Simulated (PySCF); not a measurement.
FH5NSi2, FH4OSi2, AlFH2OSi, ClFH3Si2 and others (calculated)

Computed with PySCF 2.14.0. Calculation on a computer-drawn molecule: optimised geometry and harmonic frequencies of an isolated molecule of the commonest isotopes, restricted reference for singlets and unrestricted otherwise, frozen core in MP2.

Common to all runs: basis cc-pV(D+d)Z.

```json
{"entry": 1, "formula": "FH5NSi2", "start_structure": {"atoms_angstrom": [["F", -1.3447, 1.8428, 2.8004], ["Si", -0.2705, 2.6434, 1.9961], ["N", -0.817, 2.7664, 0.3627], ["Si", -2.0275, 1.8407, -0.3877], ["H", 0.9591, 1.784, 2.1762], ["H", -0.0505, 3.9793, 2.603], ["H", -0.2574, 3.3613, -0.1681], ["H", -1.6326, 0.5059, -0.7536], ["H", -3.2517, 1.7871, 0.4983]]}, "given": {"charge": 0, "multiplicity": 2, "method": "HF", "drawn_bonds_atom": [1, 2, 3, 2, 2, 3, 4, 4], "drawn_bonds_other_atom": [2, 3, 4, 5, 6, 7, 8, 9], "drawn_bonds_order": [1, 1, 1, 1, 1, 1, 1, 1]}, "results": {"optimised_atom_element": ["F", "Si", "N", "Si", "H", "H", "H", "H", "H"], "optimised_atom_x [angstrom]": [-1.297, -0.3346, -1.008, -2.119, -0.1817, 0.9232, -0.8503, -1.68, -2.145], "optimised_atom_y [angstrom]": [3.4, 2.685, 2.726, 1.633, 1.293, 3.446, 3.586, 1.36, 0.3819], "optimised_atom_z [angstrom]": [3.186, 2.099, 0.5268, -0.2561, 2.537, 2.119, 0.0277, -1.649, 0.5363], "modes_frequency [cm^-1]": [59.55, 106.4, 215.9, 320.8, 467.8, 620.7, 676.9, 825.1, 847.5, 875.3, 890.8, 982.8, 989.2, 1026, 1032, 1309, 2268, 2305, 2364, 2381, 3759], "modes_reduced_mass [dalton]": [3.17, 1.284, 3.094, 3.706, 1.357, 2.507, 1.287, 1.386, 1.225, 3.54, 1.513, 1.713, 1.501, 1.155, 1.112, 1.361, 1.035, 1.048, 1.042, 1.04, 1.074], "rotational_constants [GHz]": [12.21, 2.058, 1.932], "total_energy [hartree]": -734.7531, "spin_squared": 0.7537, "convergence_status_largest_gradient_component [hartree/bohr]": 1.106e-05}}
{"entry": 2, "formula": "FH4OSi2", "start_structure": {"atoms_angstrom": [["F", -2.4405, -1.2299, 1.6586], ["Si", -1.3147, -0.5325, 0.8037], ["O", 0.0977, -0.8998, 1.8289], ["Si", 1.0499, -1.4306, 2.8875], ["H", -1.3913, 0.9961, 0.9375], ["H", -0.9783, -1.2869, -0.3835], ["H", 0.704, -2.6433, 3.5884], ["H", 2.1516, -0.4493, 3.2057]]}, "given": {"charge": 1, "multiplicity": 1, "method": "HF", "drawn_bonds_atom": [1, 2, 3, 2, 2, 4, 4], "drawn_bonds_other_atom": [2, 3, 4, 5, 6, 7, 8], "drawn_bonds_order": [1, 1, 1, 1, 1, 1, 1]}, "results": {"optimised_atom_element": ["F", "Si", "O", "Si", "H", "H", "H", "H"], "optimised_atom_x [angstrom]": [-2.315, -1.272, 0.1465, 1.031, -1.65, -0.9403, 0.4692, 2.41], "optimised_atom_y [angstrom]": [-1.506, -0.5346, -0.7596, -1.34, 0.8591, -1.007, -2.307, -0.8817], "optimised_atom_z [angstrom]": [1.557, 0.8453, 1.793, 2.93, 1.016, -0.4894, 3.863, 3.012], "modes_frequency [cm^-1]": [64.52, 70.68, 163.7, 343.5, 554.0, 740.3, 754.1, 759.6, 810.1, 921.7, 968.8, 1035, 1042, 1231, 2446, 2454, 2479, 2496], "modes_reduced_mass [dalton]": [1.167, 6.246, 2.929, 7.546, 7.179, 1.347, 1.275, 1.064, 1.187, 3.493, 1.345, 1.187, 1.075, 9.34, 1.026, 1.026, 1.06, 1.062], "rotational_constants [GHz]": [12.36, 2.307, 1.992], "total_energy [hartree]": -754.3676, "convergence_status_largest_gradient_component [hartree/bohr]": 4.342e-06}}
{"entry": 3, "formula": "AlFH2OSi", "start_structure": {"atoms_angstrom": [["F", -1.3373, -0.8218, 0.0966], ["Si", -2.4099, 0.3259, -0.4315], ["O", -1.6929, 1.6994, 0.0591], ["Al", -0.9743, 3.1558, 0.644], ["H", -3.5825, 0.1258, 0.2794], ["H", -2.3667, 0.3609, -1.8604]]}, "given": {"charge": 0, "multiplicity": 1, "method": "HF", "drawn_bonds_atom": [1, 2, 3, 2, 2], "drawn_bonds_other_atom": [2, 3, 4, 5, 6], "drawn_bonds_order": [1, 1, 1, 1, 1]}, "results": {"optimised_atom_element": ["F", "Si", "O", "Al", "H", "H"], "optimised_atom_x [angstrom]": [-1.343, -2.33, -1.72, -0.9304, -3.631, -2.41], "optimised_atom_y [angstrom]": [-0.8333, 0.354, 1.772, 3.175, 0.09556, 0.2831], "optimised_atom_z [angstrom]": [0.06898, -0.399, 0.08256, 0.6653, 0.234, -1.865], "modes_frequency [cm^-1]": [72.8, 105.1, 351.4, 549.1, 761.5, 812.6, 883.3, 1037, 1061, 1104, 2360, 2370], "modes_reduced_mass [dalton]": [15.4, 5.044, 14.32, 10.56, 1.426, 1.058, 6.966, 1.25, 1.164, 6.817, 1.055, 1.028], "rotational_constants [GHz]": [16.28, 2.144, 1.938], "total_energy [hartree]": -706.4963, "convergence_status_largest_gradient_component [hartree/bohr]": 1.309e-05}}
{"entry": 4, "formula": "AlFH2OSi", "start_structure": {"atoms_angstrom": [["F", -1.3431, -0.8333, 0.069], ["Si", -2.3298, 0.354, -0.399], ["O", -1.72, 1.772, 0.0826], ["Al", -0.9304, 3.1747, 0.6653], ["H", -3.6307, 0.0956, 0.234], ["H", -2.4097, 0.2831, -1.8647]]}, "given": {"charge": 0, "multiplicity": 1, "method": "MP2", "drawn_bonds_atom": [1, 2, 3, 2, 2], "drawn_bonds_other_atom": [2, 3, 4, 5, 6], "drawn_bonds_order": [1, 1, 1, 1, 1]}, "results": {"optimised_atom_element": ["F", "Si", "O", "Al", "H", "H"], "optimised_atom_x [angstrom]": [-1.335, -2.333, -1.734, -0.9102, -3.638, -2.414], "optimised_atom_y [angstrom]": [-0.856, 0.3435, 1.796, 3.196, 0.08953, 0.2771], "optimised_atom_z [angstrom]": [0.07131, -0.4018, 0.0758, 0.6796, 0.2337, -1.871], "modes_frequency [cm^-1]": [50.49, 70.32, 324.3, 520.5, 719.9, 774.5, 852.7, 998.6, 1009, 1048, 2320, 2322], "modes_reduced_mass [dalton]": [15.68, 5.136, 14.43, 10.48, 1.42, 1.052, 5.817, 1.298, 1.164, 6.66, 1.028, 1.055], "rotational_constants [GHz]": [15.81, 2.093, 1.89], "total_energy [hartree]": -707.0066, "convergence_status_largest_gradient_component [hartree/bohr]": 2.721e-05}}
{"entry": 5, "formula": "ClFH3Si2", "start_structure": {"atoms_angstrom": [["F", 0.3458, 1.2139, 0.7054], ["Si", 0.9824, 1.0642, -0.7116], ["Si", 0.9616, -1.1326, -1.0402], ["Cl", 1.8101, -1.7476, -2.8249], ["H", 0.2713, 2.0456, -1.5115], ["H", 2.3899, 1.5731, -0.5728], ["H", -0.2279, -1.9523, -0.9879]]}, "given": {"charge": 0, "multiplicity": 2, "method": "HF", "drawn_bonds_atom": [1, 2, 3, 2, 2, 3], "drawn_bonds_other_atom": [2, 3, 4, 5, 6, 7], "drawn_bonds_order": [1, 1, 1, 1, 1, 1]}, "results": {"optimised_atom_element": ["F", "Si", "Si", "Cl", "H", "H", "H"], "optimised_atom_x [angstrom]": [0.3886, 1.018, 0.9858, 1.901, 0.2019, 2.405, -0.3673], "optimised_atom_y [angstrom]": [1.329, 1.073, -1.255, -1.623, 1.823, 1.567, -1.85], "optimised_atom_z [angstrom]": [0.8387, -0.6329, -1.008, -2.846, -1.605, -0.6351, -1.055], "modes_frequency [cm^-1]": [46.47, 100.3, 207.6, 432.1, 461.4, 551.6, 654.1, 772.8, 794.4, 873.2, 951.3, 1028, 2315, 2343, 2355], "modes_reduced_mass [dalton]": [5.992, 10.47, 17.25, 1.07, 10.07, 13.77, 1.273, 1.119, 1.078, 5.349, 1.303, 1.066, 1.042, 1.037, 1.046], "rotational_constants [GHz]": [10.63, 1.337, 1.212], "total_energy [hartree]": -1138.6358, "spin_squared": 0.7574, "convergence_status_largest_gradient_component [hartree/bohr]": 7.936e-06}}
{"entry": 6, "formula": "ClFH3Si2", "start_structure": {"atoms_angstrom": [["F", 0.3886, 1.3285, 0.8387], ["Si", 1.0179, 1.0728, -0.6329], ["Si", 0.9858, -1.2545, -1.0076], ["Cl", 1.9008, -1.6229, -2.8462], ["H", 0.2019, 1.8231, -1.6051], ["H", 2.4054, 1.567, -0.6351], ["H", -0.3673, -1.8497, -1.0552]]}, "given": {"charge": 0, "multiplicity": 2, "method": "MP2", "drawn_bonds_atom": [1, 2, 3, 2, 2, 3], "drawn_bonds_other_atom": [2, 3, 4, 5, 6, 7], "drawn_bonds_order": [1, 1, 1, 1, 1, 1]}, "results": {"optimised_atom_element": ["F", "Si", "Si", "Cl", "H", "H", "H"], "optimised_atom_x [angstrom]": [0.3868, 1.012, 0.9796, 1.909, 0.2053, 2.411, -0.3707], "optimised_atom_y [angstrom]": [1.357, 1.066, -1.254, -1.588, 1.814, 1.538, -1.869], "optimised_atom_z [angstrom]": [0.8611, -0.6259, -1.008, -2.838, -1.616, -0.6567, -1.061], "modes_frequency [cm^-1]": [45.81, 87.06, 198.3, 406.5, 450.4, 555.5, 613.7, 736.5, 757.5, 840.0, 914.3, 978.2, 2264, 2290, 2309], "modes_reduced_mass [dalton]": [5.983, 10.46, 17.0, 1.058, 10.45, 12.88, 1.283, 1.121, 1.08, 3.955, 1.415, 1.075, 1.043, 1.034, 1.049], "rotational_constants [GHz]": [10.59, 1.34, 1.214], "total_energy [hartree]": -1139.1324, "spin_squared": 0.7574, "convergence_status_largest_gradient_component [hartree/bohr]": 3.453e-05}}
{"entry": 7, "formula": "F2H3Si2", "start_structure": {"atoms_angstrom": [["F", 2.6856, -1.6369, 1.1148], ["Si", 2.0553, -0.1109, 1.1455], ["F", 1.7893, 0.3716, -0.3182], ["Si", -0.1357, -0.497, 2.0468], ["H", 2.9689, 0.796, 1.9078], ["H", -1.247, -1.2991, 1.4601], ["H", -0.6243, 0.1709, 3.1897]]}, "given": {"charge": 1, "multiplicity": 1, "method": "HF", "drawn_bonds_atom": [1, 2, 2, 2, 4, 4], "drawn_bonds_other_atom": [2, 3, 4, 5, 6, 7], "drawn_bonds_order": [1, 1, 1, 1, 1, 1]}, "results": {"optimised_atom_element": ["F", "Si", "F", "Si", "H", "H", "H"], "optimised_atom_x [angstrom]": [2.614, 2.084, 1.749, -0.135, 2.916, -1.102, -0.635], "optimised_atom_y [angstrom]": [-1.632, -0.1428, 0.3668, -0.4439, 0.7701, -1.321, 0.1974], "optimised_atom_z [angstrom]": [1.131, 1.138, -0.3204, 2.049, 1.898, 1.38, 3.27], "modes_frequency [cm^-1]": [46.99, 141.8, 200.4, 313.2, 420.2, 529.4, 673.6, 822.9, 850.8, 898.5, 1032, 1036, 2393, 2430, 2484], "modes_reduced_mass [dalton]": [1.075, 6.987, 4.657, 8.27, 4.089, 1.551, 1.175, 1.148, 1.101, 11.93, 14.65, 1.114, 1.029, 1.057, 1.044], "rotational_constants [GHz]": [6.257, 2.968, 2.301], "total_energy [hartree]": -778.3038, "convergence_status_largest_gradient_component [hartree/bohr]": 1.703e-05}}
{"entry": 8, "formula": "F2H3Si2", "start_structure": {"atoms_angstrom": [["F", 2.6142, -1.6319, 1.1312], ["Si", 2.0841, -0.1428, 1.1378], ["F", 1.7493, 0.3668, -0.3204], ["Si", -0.135, -0.4439, 2.0491], ["H", 2.9163, 0.7701, 1.8984], ["H", -1.1019, -1.3212, 1.3801], ["H", -0.635, 0.1974, 3.2704]]}, "given": {"charge": 1, "multiplicity": 1, "method": "MP2", "drawn_bonds_atom": [1, 2, 2, 2, 4, 4], "drawn_bonds_other_atom": [2, 3, 4, 5, 6, 7], "drawn_bonds_order": [1, 1, 1, 1, 1, 1]}, "results": {"optimised_atom_element": ["F", "Si", "F", "Si", "H", "H", "H"], "optimised_atom_x [angstrom]": [2.622, 2.092, 1.74, -0.1285, 2.919, -1.105, -0.6483], "optimised_atom_y [angstrom]": [-1.655, -0.1439, 0.3859, -0.4403, 0.7741, -1.321, 0.1952], "optimised_atom_z [angstrom]": [1.143, 1.131, -0.3385, 2.05, 1.903, 1.384, 3.274], "modes_frequency [cm^-1]": [44.44, 125.0, 185.2, 295.1, 400.9, 495.2, 633.1, 781.3, 810.0, 856.3, 987.9, 999.8, 2331, 2372, 2421], "modes_reduced_mass [dalton]": [1.099, 5.892, 4.465, 7.942, 3.717, 1.65, 1.182, 1.153, 1.105, 11.36, 1.115, 13.85, 1.03, 1.056, 1.045], "rotational_constants [GHz]": [6.047, 2.967, 2.272], "total_energy [hartree]": -778.8452, "convergence_status_largest_gradient_component [hartree/bohr]": 8.998e-06}}
{"entry": 9, "formula": "FH2NSi2", "start_structure": {"atoms_angstrom": [["F", 2.49, 1.1521, -1.8504], ["Si", 1.6048, 0.8113, -0.5371], ["N", 1.8565, 1.429, 0.8724], ["Si", 1.649, 2.271, 2.3812], ["H", 0.7233, -0.2388, -1.1033], ["H", 2.5532, 1.489, 3.0707]]}, "given": {"charge": 0, "multiplicity": 1, "method": "HF", "drawn_bonds_atom": [1, 2, 3, 2, 4], "drawn_bonds_other_atom": [2, 3, 4, 5, 6], "drawn_bonds_order": [1, 2, 1, 1, 1]}, "results": {"optimised_atom_element": ["F", "Si", "N", "Si", "H", "H"], "optimised_atom_x [angstrom]": [2.553, 1.613, 1.667, 1.663, 0.7274, 2.654], "optimised_atom_y [angstrom]": [1.196, 0.797, 1.42, 2.301, -0.2464, 1.446], "optimised_atom_z [angstrom]": [-1.783, -0.562, 0.8511, 2.298, -1.057, 3.086], "modes_frequency [cm^-1]": [90.63, 180.0, 267.8, 372.6, 595.2, 604.2, 913.8, 928.7, 977.5, 1480, 2056, 2459], "modes_reduced_mass [dalton]": [11.93, 3.531, 1.271, 14.81, 1.455, 6.035, 2.126, 1.147, 2.01, 14.49, 1.044, 1.045], "rotational_constants [GHz]": [23.94, 1.939, 1.823], "total_energy [hartree]": -732.9396, "convergence_status_largest_gradient_component [hartree/bohr]": 8.171e-06}}
{"entry": 10, "formula": "FH2NSi2", "start_structure": {"atoms_angstrom": [["F", 2.5532, 1.1961, -1.7829], ["Si", 1.6127, 0.797, -0.562], ["N", 1.6668, 1.4204, 0.8511], ["Si", 1.6625, 2.301, 2.2982], ["H", 0.7274, -0.2464, -1.057], ["H", 2.6542, 1.4455, 3.0862]]}, "given": {"charge": 0, "multiplicity": 1, "method": "MP2", "drawn_bonds_atom": [1, 2, 3, 2, 4], "drawn_bonds_other_atom": [2, 3, 4, 5, 6], "drawn_bonds_order": [1, 2, 1, 1, 1]}, "results": {"optimised_atom_element": ["F", "Si", "N", "Si", "H", "H"], "optimised_atom_x [angstrom]": [2.563, 1.613, 1.68, 1.661, 0.7101, 2.65], "optimised_atom_y [angstrom]": [1.204, 0.7888, 1.395, 2.322, -0.2536, 1.457], "optimised_atom_z [angstrom]": [-1.822, -0.5815, 0.8786, 2.322, -1.069, 3.105], "modes_frequency [cm^-1]": [74.88, 154.9, 301.7, 334.4, 484.5, 556.7, 856.1, 865.0, 926.1, 1350, 2045, 2388], "modes_reduced_mass [dalton]": [11.52, 4.897, 1.283, 11.4, 1.226, 10.09, 1.676, 1.166, 2.527, 14.93, 1.043, 1.045], "rotational_constants [GHz]": [23.03, 1.88, 1.766], "total_energy [hartree]": -733.4631, "convergence_status_largest_gradient_component [hartree/bohr]": 5.566e-06}}
```
